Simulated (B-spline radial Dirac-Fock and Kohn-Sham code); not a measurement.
# Lu 5p1/2: cross section and angular parameters

System: the Lu atom, 1s2 2s2 2p6 3s2 3p6 3d10 4s2 4p6 4d10 4f14 5s2 5p6 5d1 6s2; threshold 40.79 eV (orbital energy of the model). These are calculated numbers from an atomic code on a B-spline grid; the model is Dirac-Hartree-Slater photoionisation with a Latter tail; cross sections with all multipoles, angular parameters from the dipole term and its interference with E2.

```tsv
hν (eV)	σ (kb)	β	γ	δ
60.4	1460	1.923	0.032	-0.007
63.3	1220	1.906	0.062	-0.008
80	?	?	?	?
100	222	1.254	0.397	-0.027
149	66.7	0.210	0.241	-0.008
150	65.6	0.196	0.234	-0.007
163	54.4	0.056	0.150	0.003
190	40.9	-0.052	0.012	0.021
294	24.4	0.413	0.000	0.041
304	23.6	0.466	0.017	0.041
356	20.6	0.707	0.109	0.037
368	20.0	0.754	0.130	0.035
600	12.6	1.292	0.342	0.015
842	8.69	1.504	0.340	0.006
992	7.13	1.574	0.301	0.003
1340	4.79	1.659	0.190	-0.001
1570	3.82	1.687	0.125	-0.002
1700	3.39	1.697	0.094	-0.002
1990	2.66	1.711	0.040	-0.003
2000	2.64	1.712	0.038	-0.003
2380	1.99	1.718	-0.003	-0.004
2950	1.37	1.715	-0.019	-0.004
4000	0.785	1.694	0.041	-0.004
4450	0.639	1.682	0.086	-0.004
4930	0.521	1.669	0.142	-0.004
6000	0.348	1.639	0.282	-0.001
6770	0.270	1.617	0.388	0.001
7950	0.190	1.585	0.549	0.006
9251.7	0.135	1.551	0.720	0.011
```

Question: Give the values at 80 eV.

Answer: σ = 498 kb, β = 1.681, γ = 0.254, δ = -0.019.
